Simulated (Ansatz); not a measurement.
C2H9NSi2 (`C[SiH2][SiH2]C=N`) from Hartree–Fock to CCSD(T)

```xyz
14

C    -1.211    1.675    0.427
Si   -1.415    0.010   -0.407
Si    0.635   -0.850   -1.137
C     1.783   -1.024    0.361
N     1.377   -0.601    1.489
H    -0.552    1.567    1.290
H    -2.176    2.060    0.762
H    -0.771    2.403   -0.259
H    -2.032   -0.982    0.516
H    -2.311    0.124   -1.595
H     0.509   -2.189   -1.782
H     1.314    0.037   -2.127
H     2.776   -1.484    0.239
H     2.075   -0.745    2.222
```

Total charge 0; spin multiplicity 1. The geometry is a stationary point of PBE0-D4/def2-TZVP. It is one conformer, not always the lowest. Frozen core, restricted reference, Ansatz. CBS rows extrapolate triple and quadruple zeta; past MP2 they add the triple-zeta difference.

| basis | HF (Eh) | MP2 corr. |
| --- | --- | --- |
| def2-TZVPP | -713.34474 | -0.79098 |
| def2-QZVPP | -713.36872 | -0.84478 |

Q: Estimate the CCSD correlation energy and the (T) correction in each basis where they were run (hartree).

A: 
| basis | CCSD corr. | (T) |
| --- | --- | --- |
| def2-TZVPP | -0.85579 | -0.03568 |
| CBS(def2) | -0.94945 | as TZ |
